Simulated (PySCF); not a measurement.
**Polarisability and C₆ of Sn²⁺ (tin, charge +2)**

[Kr] 4d10 5s2, closed-shell 1S. Computed with PySCF 2.14 in aug-cc-pwCVTZ-DK3 with one added diffuse shell each of s, p, d, f type (11s10p8d5f1g, 125 functions), with scalar relativity by spin-free X2C-1e. Coupled (time-dependent) response in atomic units; α is the mean over directions.

```csv
method,mean α (bohr³),C₆ (like pair),S(−4)
UHF,17.90,103.5,138.7
PBE,14.85,83.68,88.68
PBE0,15.56,88.06,99.39
TPSSh,15.84,90.63,102.5
```

S(−4) is the Cauchy moment in α(ω) = α(0) + S(−4) ω² + …

α(iu) at TPSSh:

```json
{"u (hartree)": "0", "α(iu) (bohr³)": "15.84"}
{"u (hartree)": "0.0500", "α(iu) (bohr³)": "15.59"}
{"u (hartree)": "0.100", "α(iu) (bohr³)": "14.89"}
{"u (hartree)": "0.200", "α(iu) (bohr³)": "12.72"}
{"u (hartree)": "0.300", "α(iu) (bohr³)": "10.40"}
{"u (hartree)": "0.500", "α(iu) (bohr³)": "7.044"}
{"u (hartree)": "0.750", "α(iu) (bohr³)": "4.823"}
{"u (hartree)": "1.00", "α(iu) (bohr³)": "3.642"}
{"u (hartree)": "1.50", "α(iu) (bohr³)": "2.423"}
{"u (hartree)": "2.00", "α(iu) (bohr³)": "1.780"}
{"u (hartree)": "3.00", "α(iu) (bohr³)": "1.096"}
{"u (hartree)": "5.00", "α(iu) (bohr³)": "0.5325"}
```

A single London oscillator, α(iu) = α/(1 + u²/ω²), gives C₆ = (3/4) ω α². Matching the computed C₆ needs ω = 4 × 90.63 / (3 × 15.84²) = 0.482 hartree.

For an ion, C₆ is the dispersion term alone; charge-induced terms of lower order in 1/R come first.
